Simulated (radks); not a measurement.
Ho II, 66 electrons, occupied as [Xe] 4f11 6s1.

Method: scalar-relativistic Kohn-Sham, Slater X-alpha with alpha = 0.55, spin-unpolarised, spherical densities, finite nucleus; Fermi nuclear charge, rms radius 5.2022 fm; computed with a radial shooting solver on a logarithmic mesh with Libxc functionals.

Energy parts (eV):
| part | energy |
|---|---|
| total | -341649.16 |
| kinetic | 369477.18 |
| electron-nucleus | -838204.81 |
| Hartree | 132784.71 |
| exchange | -5706.25 |

Orbitals (lengths in bohr, moments of r in powers of bohr):
\begin{tabular}{lrrrrr}
orbital & occ. & eigenvalue (eV) & <1/r> & <r> & <r^4> \\ \hline
1s & 2 & -55327.35 & 75.92 & 0.02077 & 9.306e-07 \\
2s & 2 & -9242.777 & 17.65 & 0.08828 & 0.0001458 \\
2p & 6 & -8188.775 & 16.35 & 0.07821 & 0.0001103 \\
3s & 2 & -2063.055 & 6.492 & 0.2306 & 0.005569 \\
3p & 6 & -1741.328 & 6.077 & 0.2297 & 0.005871 \\
3d & 10 & -1331.677 & 5.763 & 0.2086 & 0.004633 \\
4s & 2 & -408.9843 & 2.744 & 0.5205 & 0.1364 \\
4p & 6 & -303.2106 & 2.512 & 0.5522 & 0.1808 \\
4d & 10 & -160.4419 & 2.214 & 0.5995 & 0.2862 \\
5s & 2 & -53.9200 & 1.034 & 1.283 & 5.210 \\
5p & 6 & -29.6461 & 0.8512 & 1.537 & 11.72 \\
6s & 1 & -7.7597 & 0.3302 & 3.795 & 407.6 \\
4f & 11 & -6.1501 & 1.567 & 0.8863 & 5.753 \\
\end{tabular}

The highest occupied level is 4f at -6.150 eV. The electron density at the nucleus is 8.421e+05 e/bohr^3 (large components only).
